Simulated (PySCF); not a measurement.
# Gas-phase XPS of Ga(AsH3)Cl3, computed

Ga(AsH3)Cl3.
Z-matrix (Å and degrees, PBE0-D3(BJ)/def2-SVP geometry), rows numbered from 1:
```
Ga
As  1  2.5790
H   2  1.5061  1  118.52
H   2  1.5064  1  118.37  3  -120.63
H   2  1.5062  1  117.49  3   119.76
Cl  1  2.1566  2  100.21  3    58.34
Cl  1  2.1554  2   99.13  3   -62.39
Cl  1  2.1550  2   98.88  3   178.88
```

Computed, not measured: PySCF 2.14.0, delta-SCF UKS SCAN, pcX-2 on the ionised atom, pcseg-1 elsewhere, spin-free X2C. Each binding energy is the total energy of the core-ionised species, with the hole localised on one atom, minus that of the ground state; both are solved self-consistently, so orbital relaxation is included.

**Question.** List the computed XPS lines with their assignment.

**Answer.** 
```tsv
atom(s)	environment	level	binding energy (eV)	2p1/2 (eV)	count
Cl6/Cl7/Cl8	chlorine bonded to Ga	Cl 2p3/2	205.38	207.03	3
Cl6/Cl7/Cl8	chlorine bonded to Ga	Cl 1s	2827.97	–	3
```

**Question.** Which photon wavelength matches the Cl 1s of Cl6/Cl7/Cl8 threshold?

**Answer.** λ = hc/E = 12398.42 eV Å / 2827.97 eV = 4.384 Å.

**Question.** Give the binding energy of Cl 1s of Cl6/Cl7/Cl8 in hartree and in kJ/mol.

**Answer.** 2827.97 eV = 103.9260 Eh = 272858 kJ/mol.

One atom of each set of topologically equivalent atoms was ionised and stands for the set; in this conformer not all members are related by symmetry, and their own values weren't computed. Spin–orbit coupling isn't in the SCF: each 2p doublet comes from a relaxed spin-free hole plus a matrix of the shell (mean-field spin–orbit coupling and the ground-state 2p splitting), with 2p3/2 averaged over its two sublevels. 2p1/2 minus 2p3/2 (ligand field included): Cl 1.65 eV. No level of arsenic or gallium is listed. Geometry: PBE0-D3(BJ)/def2-SVP; no solvent, vibrations or thermal averaging.
